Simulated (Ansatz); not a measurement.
```yaml
crystal:
  periodic: [false, false, false]
  atoms:
    - {symbol: B, position_ang: [-0.970986, 1.078412, -0.484160]}
    - {symbol: C, position_ang: [-0.208242, -0.251078, -0.179760]}
    - {symbol: C, position_ang: [0.752393, -0.424076, 0.938885]}
    - {symbol: O, position_ang: [-0.477951, -1.319862, -0.881406]}
    - {symbol: Br, position_ang: [0.807333, 1.478667, -1.578355]}
    - {symbol: H, position_ang: [-1.014713, 1.852574, 0.429018]}
    - {symbol: H, position_ang: [-1.888157, 0.996711, -1.245297]}
    - {symbol: H, position_ang: [1.123247, 0.535708, 1.287546]}
    - {symbol: H, position_ang: [1.594330, -1.071843, 0.675788]}
    - {symbol: H, position_ang: [0.197037, -0.898763, 1.757901]}
    - {symbol: H, position_ang: [0.151109, -2.033348, -0.699660]}
basis:
  gaussian: {orbitals: aug-pcseg-2, final_grid: {core_spheres: 8, valence_spheres: 7, degree: 23}}
total_charge: 1
magnetization: {spin_polarized: true, initial_magnetization: 1}
hamiltonian: {xc: {name: HF}}
correlation: {active_space: {window: {electrons: 3, orbitals: 2}}}
```

```sh
$ ansatz run in.yaml --threads 4 --pin off --events-out ev --progress --plain --max-ram 10444MiB
```

**Question.** How does Ansatz answer? (Estimate.)

**Answer.** Ansatz gave: The input was rejected before any iteration.
```
Error: invalid value for `correlation.active_space`: it starts from restricted Hartree–Fock orbitals; set hamiltonian.xc: hf without magnetization.spin_polarized
```
